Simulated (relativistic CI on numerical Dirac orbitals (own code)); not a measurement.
**Nb⁺: M2,3 absorption edge**

Computed with this model: Dirac-Coulomb-Breit CI, KLI orbitals optimised for each configuration, a model potential for QED, multiplet model of core-to-valence dipole absorption, unscaled Slater integrals; configurations [Kr] 4d4 → [Ne] 3s2 3p5 3d10 4s2 4p6 4d5; 300 K; Lorentzian 1.2 eV and Gaussian 0.4 eV FWHM. Energies are those of the free ion, without screening or charge transfer. The branching ratio is the share of the lower-energy edge in the whole absorption, uncertain by about 0.02 where the edges overlap. S is read from ⟨S²⟩ = S(S + 1).

Field parameters in Wybourne normalisation: D3d B²₀ = −7Dσ, B⁴₀ = −14Dq − 21Dτ, B⁴₃ = −14√(10/7) Dq; D4h B²₀ = −7Ds, B⁴₀ = 21(Dq − Dt), B⁴₄ = 21√(5/14) Dq; Oh B⁴₀ = 21Dq, B⁴₄ = √(5/14) B⁴₀; Td as Oh with Dq negative (B⁴₀ = 21Dq, B⁴₄ = √(5/14) B⁴₀). The field is a parameter set, without covalency.

Case D4h, 10Dq = 16850, Ds = 50, Dt = 100 cm⁻¹, the dichroism is that of the ground state at zero temperature, magnetised by exchange field 10 meV on Sz. The dichroism I(Δm = −1) − I(Δm = +1), over the sum of the three polarisations, integrates to -0.0065 on the lower edge and -0.0076 on the upper edge. The branching ratio is 0.778.

Q: Use the orbital sum rule with 6 holes to get ⟨Lz⟩.

A: For a p → d edge ⟨Lz⟩ = 2 × n_h × (sum of both integrals) in this sign convention = -0.17; the ground state itself has ⟨Lz⟩ = -0.19 and ⟨Sz⟩ = -0.25. The rule assumes one radial integral for both edges, which relativistic orbitals only approach.
